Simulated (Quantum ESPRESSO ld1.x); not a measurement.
Coulomb parameter of the 3d shell of the nickel ion Ni3+ in the model configuration [Ar] 3d6 4s1, as a second difference U = [E(n + 0.5) + E(n - 0.5) - 2 E(n)] / (0.5)^2 with all orbitals relaxed. "Bare": the charge of the atom changes with n. "Screened": the 4s shell takes up the change at fixed total charge, which measures U(3d,3d) + U(4s,4s) - 2 U(3d,4s). Method: scalar-relativistic Kohn-Sham, LDA (Slater exchange, VWN5 correlation), spin-unpolarised, spherical densities, point nucleus; computed with ld1.x of Quantum ESPRESSO 7.5.

start: configuration [Ar] 3d6 4s1; E - E(n) (eV) 0.000
bare +0.5: configuration [Ar] 3d6.5 4s1; E - E(n) (eV) -25.062
bare -0.5: configuration [Ar] 3d5.5 4s1; E - E(n) (eV) 30.391
screened +0.5: configuration [Ar] 3d6.5 4s0.5; E - E(n) (eV) -8.712
screened -0.5: configuration [Ar] 3d5.5 4s1.5; E - E(n) (eV) 10.087

U(bare) = 21.316 eV, U(screened by 4s) = 5.503 eV, against the Slater integral F0(3d,3d) = 29.396 eV with frozen orbitals.
